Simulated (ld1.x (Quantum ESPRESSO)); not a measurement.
Debugging a pseudopotential input (In, ld1.x (Quantum ESPRESSO) 7.5)

Command:

```bash
ld1.x < In.in > In.out
```

Input:

```
&input
   title='In', zed=49., rel=1, dft='PZ', iswitch=3,
   config='[Kr] 4d10 5s2 5p1 5d-2',
   nld=3, rlderiv=2.70, eminld=-3.0, emaxld=5.0, deld=0.02
 /
 &inputp
   pseudotype=1, tm=.true., lloc=2,
   nlcc=.false.,
   file_pseudopw='In.pp', file_wfcaegen='ae.wfc', file_wfcncgen='nc.wfc'
 /
4
5S  1  0   2.00   0.00  1.85  1.85  0.0
5P  2  1   1.00   0.00  2.50  2.50  0.0
5D  3  2  -2.00  -0.15  2.20  2.20  0.0
 &test
   configts(1)='5s2 5p1'
 /
```

This is an input that runs to its end, with one change: count of waves off by +1. The unchanged file is no sound one. Note: ghost state, extra bound levels that the all-electron valence spectrum of the same l lacks: d at -1.44 eV; the semilocal form is local in each channel, so this says nothing of the separable form that plane-wave codes build from it. A true bound ghost makes a file unfit for plane-wave use.

Problem. How does the run end?

Solution. The program refuses the input: "read_psconfig: reading pseudo wavefunctions configuration".

```
Program LD1 v.7.5

 %%%%%%%%%%%%%%%%%%%%%%%%%%%%%%%%%%%%%%%%%%%%%%%%%%%%%%%%%%%%%%%%%%%%%%%%%%%%%%
     Error in routine read_psconfig (5010):
     reading pseudo wavefunctions configuration
 %%%%%%%%%%%%%%%%%%%%%%%%%%%%%%%%%%%%%%%%%%%%%%%%%%%%%%%%%%%%%%%%%%%%%%%%%%%%%%

     stopping ...
```
